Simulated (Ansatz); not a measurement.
```xyz
8

C     1.141   -1.525    2.143
C     0.800   -0.722    1.298
Si    0.301    0.514    0.026
N    -0.942    0.000   -1.027
H     1.511    0.799   -0.779
H    -0.173    1.707    0.763
H    -0.750   -0.694   -1.733
H    -1.888   -0.080   -0.690
```

Total charge 0; spin multiplicity 2.

**Question.** List the r2SCAN/def2-TZVPP orbital energies in eV (Ansatz 0.2.0). (Best estimate.)

**Answer.** The calculation gave: α occupied: -1791.63, -385.24, -274.66, -273.10, -142.00, -96.88, -96.85, -96.84, -22.65, -19.83, -14.64, -12.96, -11.67, -10.18, -9.43, -9.07, -7.69, -7.48, -6.88. α empty: -1.14, -0.80, 0.90, 1.43, 2.27, 2.39, 2.65, 2.91. β occupied: -1791.62, -385.22, -274.06, -273.11, -141.99, -96.87, -96.85, -96.84, -22.62, -19.26, -14.48, -12.95, -11.34, -9.86, -9.07, -7.43, -7.11, -6.80. β empty: -5.16, -0.62, -0.14, 1.06, 1.46, 2.28, 2.42, 2.71. ⟨S²⟩ = 0.790.
